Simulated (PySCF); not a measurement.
C3H8FNSi.
Numbering: `[F:1][Si@H:2]1[CH2:3][CH2:4][CH2:5][NH:6]1` (hydrogens: H7 on Si2; H8, H9 on C3; H10, H11 on C4; H12, H13 on C5; H14 on N6)

The same species was optimised twice, with GFN2-xTB and with PBE0-D3(BJ)/def2-SVP (PySCF), and the same property calculations (PySCF, gas phase) were run on both structures.

```csv
coordinate,GFN2-xTB,PBE0-D3(BJ)/def2-SVP,change
Si2–C3 (Å),1.895,1.872,-0.023
F1–Si2 (Å),1.616,1.634,+0.018
C3–C4 (Å),1.532,1.538,+0.006
Si2–N6 (Å),1.708,1.713,+0.005
C4–C5 (Å),1.528,1.533,+0.005
C5–N6 (Å),1.452,1.454,+0.002
F1–Si2–N6 (°),109.2,113.3,+4.1
F1–Si2–C3 (°),115.3,112.1,-3.2
Si2–C3–C4 (°),103.7,101.4,-2.3
C3–Si2–N6 (°),92.8,94.0,+1.2
C3–C4–C5 (°),107.9,109.0,+1.1
C4–C5–N6 (°),106.0,107.0,+1.0
Si2–N6–C5 (°),113.9,114.1,+0.2
```

Rotational constants: A = 5088, B = 2379, C = 1937 MHz (GFN2-xTB) against A = 4829, B = 2430, C = 1992 MHz (PBE0-D3(BJ)/def2-SVP). Point groups within 0.08 Å: C1 and C1.

On the GFN2-xTB structure: lowest singlet, TDDFT (eV) 6.34 [PBE0/def2-SVPD]; lowest triplet, Tamm–Dancoff (eV) 6.08 [PBE0/def2-SVPD]; isotropic polarisability (au) 64.9 [PBE0/def2-SVPD]; HOMO (eV) -7.08 [PBE0/def2-SVPD]; LUMO (eV) 0.58 [PBE0/def2-SVPD]; dipole (D) 2.41 [PBE0/def2-SVPD]; HOMO (eV) -7.02 [PBE0/pcSseg-1]; LUMO (eV) 1.22 [PBE0/pcSseg-1]; dipole (D) 2.39 [PBE0/pcSseg-1]; GIAO shielding of F1 (ppm) 330.4 [PBE0/pcSseg-1]; GIAO shielding of Si2 (ppm) 349.2 [PBE0/pcSseg-1]; GIAO shielding of C3 (ppm) 173.8 [PBE0/pcSseg-1]; GIAO shielding of C4 (ppm) 159.9 [PBE0/pcSseg-1]; GIAO shielding of C5 (ppm) 138.8 [PBE0/pcSseg-1]; GIAO shielding of N6 (ppm) 212.0 [PBE0/pcSseg-1].

Task: What do these properties become on the PBE0-D3(BJ)/def2-SVP structure?

Result: 
```
                                    property           level  on GFN2-xTB  on PBE0-D3(BJ)/def2-SVP  change
                  lowest singlet, TDDFT (eV)  PBE0/def2-SVPD         6.34                     6.35   +0.01
           lowest triplet, Tamm–Dancoff (eV)  PBE0/def2-SVPD         6.08                     6.11   +0.03
               isotropic polarisability (au)  PBE0/def2-SVPD         64.9                     65.9    +1.0
                                   HOMO (eV)  PBE0/def2-SVPD        -7.08                    -7.06   +0.02
                                   LUMO (eV)  PBE0/def2-SVPD         0.58                     0.60   +0.02
                                  dipole (D)  PBE0/def2-SVPD         2.41                     2.38   -0.03
energy, GFN2-xTB geometry as zero (kcal/mol)  PBE0/def2-SVPD          0.0                     -2.3    -2.3
                                   HOMO (eV)   PBE0/pcSseg-1        -7.02                    -7.00   +0.02
                                   LUMO (eV)   PBE0/pcSseg-1         1.22                     1.25   +0.03
                                  dipole (D)   PBE0/pcSseg-1         2.39                     2.35   -0.04
energy, GFN2-xTB geometry as zero (kcal/mol)   PBE0/pcSseg-1          0.0                     -1.7    -1.7
                  GIAO shielding of F1 (ppm)   PBE0/pcSseg-1        330.4                    319.7   -10.7
                 GIAO shielding of Si2 (ppm)   PBE0/pcSseg-1        349.2                    351.2    +2.0
                  GIAO shielding of C3 (ppm)   PBE0/pcSseg-1        173.8                    172.7    -1.1
                  GIAO shielding of C4 (ppm)   PBE0/pcSseg-1        159.9                    158.4    -1.5
                  GIAO shielding of C5 (ppm)   PBE0/pcSseg-1        138.8                    137.8    -1.0
                  GIAO shielding of N6 (ppm)   PBE0/pcSseg-1        212.0                    210.0    -2.0
```

The heavy atoms differ by 0.104 Å rms after alignment. Among bonds between heavy atoms Si2–C3 changes most (-0.023 Å). Changes are differences of the printed values. Neither structure is proved a minimum here.
